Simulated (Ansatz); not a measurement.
Consider the ligand exchange at a B–C bond: `OBCCBr` + H₂S → `OBS` + `CCBr`.

Program: Ansatz. Geometries: PBE0-D4/def2-TZVP. ΔE: electronic, gas phase. CCSD(T)/CBS is the MP2 limit (def2-TZVPP, def2-QZVPP) plus CCSD(T) − MP2 in def2-TZVPP, frozen cores. This one scheme is used for every species. For Br outer-core shells are correlated without core-valence functions, which leaves a few kJ/mol of doubt a bond. Scalar relativity is left out up to krypton. Each species was taken in one conformer, which may not be the lowest.

| species | CCSD(T)/CBS(def2) energy (Eh) |
| --- | --- |
| `OBCCBr` | -2753.06158 |
| H₂S | -398.97279 |
| `OBS` | -499.62211 |
| `CCBr` | -2652.43806 |

Problem. Work out ΔE.

Solution. ΔE = (-499.62211) + (-2652.43806) − (-2753.06158) − (-398.97279) = -0.02580 Eh = -0.70 eV.

Largest T1 diagnostic among the species: 0.013.

The D4 term adds +0.05 eV with B3LYP and +0.03 eV with PBE0; it sums over pairs of atoms, weighted by their polarisabilities, and B3LYP, whose exchange is more repulsive, gets the larger term.

B3LYP here is the variant with VWN-RPA as its local correlation; programs differ in this.
